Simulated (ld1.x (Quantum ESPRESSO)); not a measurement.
**aluminium (Al): one change to a TM potential, before and after**

```json
{"Element": "aluminium (Al)", "Generator": "ld1.x (Quantum ESPRESSO) 7.5", "Type": "norm-conserving Troullier–Martins (Kleinman–Bylander form)", "Functional": "BLYP", "Relativity": "scalar-relativistic", "Frozen core": "[Ne]", "Valence charge": "3", "Reference configuration": "3s2 3p1", "Partial waves": "3s (bound): rc 2.20 bohr; 3p (bound): rc 2.25 bohr", "Local potential": "all-electron potential smoothed inside 2.10 bohr (lloc = -1)", "Core correction": "a·sin(br)/r model core inside 1.20 bohr"}
```

Change: all radii but the core radius scaled by about 1.11 (s 2.44, p 2.48 bohr); local potential all-electron potential smoothed inside 2.32 bohr (lloc = -1).

Cutoffs: the cutoffs (Ry, on a coarse ladder) from which the occupation-weighted sum of valence levels, in a spherical-Bessel basis at the reference potential, stays within 10 and 1 mRy of its value at 400 Ry; they do not see the model core or the augmentation charge, which bear on the density cutoff. Errors are all-electron minus pseudo energies relative to the spin-unpolarised reference configuration.

Task: What does the change do?

Result: The potential gets softer (10 Ry and 25 Ry → 8 Ry and 21 Ry); of the 7 tests that both files solve, the error grows in 3 and shrinks in 1 by more than 15 % and 0.3 meV (median size 2.4 → 3.1 meV); neither file shows a bound ghost. A larger radius leaves more room for a smooth pseudo-wave, so fewer plane waves are needed.

| quantity | base | changed |
| --- | --- | --- |
| cutoff, loose | 10 Ry | 8 Ry |
| cutoff, tight | 25 Ry | 21 Ry |
| bound ghosts | none | none |
| error for 3s2 3p0, meV [ΔE 5.63 eV] | +2.4 | +3.1 |
| error for 3s1 3p0, meV [ΔE 24.84 eV] | +19 | +18 |
| error for 3s2 3p0.5, meV [ΔE 2.01 eV] | +0.3 | +0.4 |
| error for 3s2 3p1.3, meV [ΔE -0.53 eV] | +0.1 | +0.1 |
| error for 3s1 3p2, meV [ΔE 5.19 eV] | -2.4 | -5.5 |
| error for 3s0 3p3, meV [ΔE 10.59 eV] | -11 | -26 |
| error for 3s1 3p1, meV [ΔE 11.47 eV] | +3.1 | +0.1 |
